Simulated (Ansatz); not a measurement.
Cost and result for the atomization energy of `C[O][Al]([CH3])[NH2]` (13 atoms, 12 bonds).

| atom | x (Å) | y (Å) | z (Å) |
| --- | --- | --- | --- |
| C1 | 1.9056 | 0.7671 | -0.9855 |
| O2 | 1.1391 | -0.3451 | -0.6460 |
| Al3 | -0.3413 | -0.5616 | 0.1460 |
| C4 | -1.3797 | 0.9401 | 0.8197 |
| N5 | -0.8697 | -2.2367 | 0.3158 |
| H6 | 2.0506 | 0.8150 | -2.0710 |
| H7 | 1.4477 | 1.7144 | -0.6686 |
| H8 | 2.8965 | 0.7053 | -0.5209 |
| H9 | -1.6514 | 1.6294 | 0.0144 |
| H10 | -2.3053 | 0.6152 | 1.3018 |
| H11 | -0.8115 | 1.5202 | 1.5532 |
| H12 | -1.7234 | -2.5279 | 0.7612 |
| H13 | -0.3571 | -3.0353 | -0.0201 |

The species carries charge 0 and has multiplicity 1. The geometry is a stationary point of PBE0-D4/def2-TZVP. It is one conformer, not always the lowest. Program: Ansatz. All runs use 4 threads of an Arm Neoverse V1 on a shared host. Times are those of one run each, without the atoms' runs, and a repeat can differ threefold. Electronic energies, without spin–orbit coupling; frozen cores. CCSD(T)/CBS adds CCSD(T) − MP2 in def2-TZVPP to the MP2 limit, and its time is that of the two runs behind it. T1 = 0.011. B3LYP takes the VWN-RPA correlation (the form of Gaussian; ORCA's B3LYP/G). HSE06 is the plane-wave form, built on full-range PBE exchange.

CCSD(T)/CBS is a level of theory with its own doubt, some kJ/mol a heavy atom from the limit and from the frozen cores, so smaller differences don't rank the functionals.

```json
{"level": "BLYP-D4/def2-TZVPP", "functions": "278", "wall time": "2.5 s", "atomization (kJ/mol)": "4839.3", "difference from CCSD(T)/CBS": "-11.1", "per bond": "-0.9"}
{"level": "PBE-D4/def2-TZVPP (with forces)", "functions": "278", "wall time": "2.8 s", "atomization (kJ/mol)": "4906.9", "difference from CCSD(T)/CBS": "56.5", "per bond": "4.7"}
{"level": "PBE0-D4/def2-TZVPP", "functions": "278", "wall time": "3.1 s", "atomization (kJ/mol)": "4825.8", "difference from CCSD(T)/CBS": "-24.6", "per bond": "-2.0"}
{"level": "HSE06-D4/def2-TZVPP", "functions": "278", "wall time": "3.6 s", "atomization (kJ/mol)": "4829.1", "difference from CCSD(T)/CBS": "-21.3", "per bond": "-1.8"}
{"level": "CAM-B3LYP-D4/def2-TZVPP", "functions": "278", "wall time": "3.8 s", "atomization (kJ/mol)": "4875.0", "difference from CCSD(T)/CBS": "24.6", "per bond": "2.0"}
{"level": "B3LYP-D4/def2-TZVPP (with forces)", "functions": "278", "wall time": "5.5 s", "atomization (kJ/mol)": "4848.7", "difference from CCSD(T)/CBS": "-1.7", "per bond": "-0.1"}
{"level": "r2SCANh-D4/def2-TZVPP", "functions": "278", "wall time": "5.5 s", "atomization (kJ/mol)": "4815.5", "difference from CCSD(T)/CBS": "-34.9", "per bond": "-2.9"}
{"level": "B2PLYP/def2-TZVPP", "functions": "278", "wall time": "6 s", "atomization (kJ/mol)": "4799.5", "difference from CCSD(T)/CBS": "-50.9", "per bond": "-4.2"}
{"level": "PBE-QIDH/def2-TZVPP", "functions": "278", "wall time": "6.5 s", "atomization (kJ/mol)": "4794.2", "difference from CCSD(T)/CBS": "-56.2", "per bond": "-4.7"}
{"level": "CCSD(T)/def2-SVP", "functions": "114", "wall time": "7 s", "atomization (kJ/mol)": "4566.1", "difference from CCSD(T)/CBS": "-284.3", "per bond": "-23.7"}
{"level": "MP2/def2-QZVPP", "functions": "538", "wall time": "32 s", "atomization (kJ/mol)": "4862.4", "difference from CCSD(T)/CBS": "12.0", "per bond": "1.0"}
{"level": "CCSD(T)/def2-TZVPP", "functions": "278", "wall time": "3.7 min", "atomization (kJ/mol)": "4720.9", "difference from CCSD(T)/CBS": "-129.5", "per bond": "-10.8"}
{"level": "CCSD(T)/CBS(def2)", "functions": "–", "wall time": "4.2 min", "atomization (kJ/mol)": "4850.4", "difference from CCSD(T)/CBS": "0.0", "per bond": "0.0"}
```

From r2SCAN to r2SCAN0 (25 % exact exchange), in def2-TZVPP and without D4, the atomization energy moves by −71.6 kJ/mol: exact exchange takes away binding that semilocal exchange gives to molecules. The D4 term adds +33.6 kJ/mol with B3LYP and +18.0 kJ/mol with PBE0; it sums over pairs of atoms, weighted by their polarisabilities, and B3LYP, whose exchange is more repulsive, gets the larger term. In def2-TZVPP, CCSD(T) changes the Hartree–Fock value by +1198.4 kJ/mol (the triples alone add +61.8 kJ/mol) and MP2 by +1262.3 kJ/mol; breaking electron pairs costs correlation energy, which Hartree–Fock lacks.
